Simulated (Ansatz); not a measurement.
Computed with Ansatz on PBE0-D4/def2-TZVP structures; ΔE is electronic, products minus reactants. CCSD(T)/CBS is the MP2 limit (def2-TZVPP, def2-QZVPP) plus CCSD(T) − MP2 in def2-TZVPP, frozen cores. This one scheme is used for every species. Functionals use def2-TZVPP. B3LYP here is the variant with VWN-RPA as its local correlation; programs differ in this. Each species was taken in one conformer, which may not be the lowest.

Reaction (ligand exchange at the Si–C bond): `C[Si](C)(N)O` + HCl → `C[Si](N)(O)Cl` + CH₄

| level | ΔE (kJ/mol) | difference from CCSD(T)/CBS |
| --- | --- | --- |
| r2SCAN-D4 | -126.3 | -6.0 |
| PBE0-D4 | -122.0 | -1.7 |
| B3LYP-D4 | -124.0 | -3.7 |
| ωB97X-V | -121.9 | -1.6 |
| ωB97M-V | -122.2 | -1.9 |
| PBE | -120.5 | -0.2 |
| r2SCAN | -126.7 | -6.4 |
| PBE0 | -122.3 | -2.0 |
| MP2/def2-QZVPP | -124.4 | -4.1 |
| HF/CBS(def2) | -131.3 | -11.0 |
| CCSD(T)/CBS | -120.3 | 0 |

Largest T1 diagnostic among the species: 0.010.

In def2-TZVPP, CCSD(T) changes the Hartree–Fock value by +14.7 kJ/mol (the triples alone add +0.4 kJ/mol) and MP2 by +9.0 kJ/mol.
